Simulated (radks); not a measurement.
As I, 33 electrons, occupied as [Ar] 3d10 4s2 4p3.

All-electron calculation, non-relativistic Kohn-Sham, PBE, spin-polarised, spherical densities, point nucleus; open shells are filled with parallel spins first; hard spherical wall at 5 bohr. Program: a radial shooting solver on a logarithmic mesh with Libxc functionals.

Energy parts (hartree):
| part | energy |
|---|---|
| total | -2235.45112 |
| kinetic | 2234.60499 |
| electron-nucleus | -5351.33113 |
| Hartree | 964.08698 |
| exchange-correlation | -82.81196 |

Orbitals (lengths in bohr, moments of r in powers of bohr; <r^-3> diverges for s and p1/2):
orbital  occ.  eigenvalue (hartree)  <r^-3>       <r^4>
1s up       1             -423.9711       -  0.00002110
1s down     1             -423.9665       -  0.00002110
2s up       1             -53.07519       -    0.004363
2s down     1             -53.07323       -    0.004363
2p up       3             -47.45193    1041    0.003058
2p down     3             -47.44786    1040    0.003058
3s up       1              -6.66205       -      0.2939
3s down     1              -6.65605       -      0.2929
3p up       3              -4.76414   142.7      0.3573
3p down     3              -4.75724   142.8      0.3546
3d up       5              -1.43933   16.88      0.8125
3d down     5              -1.42876   16.99      0.7665
4s up       1              -0.48228       -       28.40
4s down     1              -0.39005       -       28.41
4p up       3              -0.14765   8.949       48.39
4p down     0              -0.05227   9.098       50.38
4d up       0               0.30002  0.8522       96.20
4d down     0               0.38513  0.7686       101.7
5s up       0               0.41047       -       138.3
5s down     0               0.46883       -       140.2
5p up       0               0.64079   10.35       140.4
5p down     0               0.70047   10.72       139.9

The highest occupied level is 4p up at -4.018 eV. Summed over all electrons, <r^2> = 35.75 bohr^2, which gives a Langevin (diamagnetic) susceptibility term of -28.3 x 10^-6 cm^3/mol. The electron density at the nucleus is 2.472e+04 e/bohr^3. Spin moment in Bohr magnetons: 3.
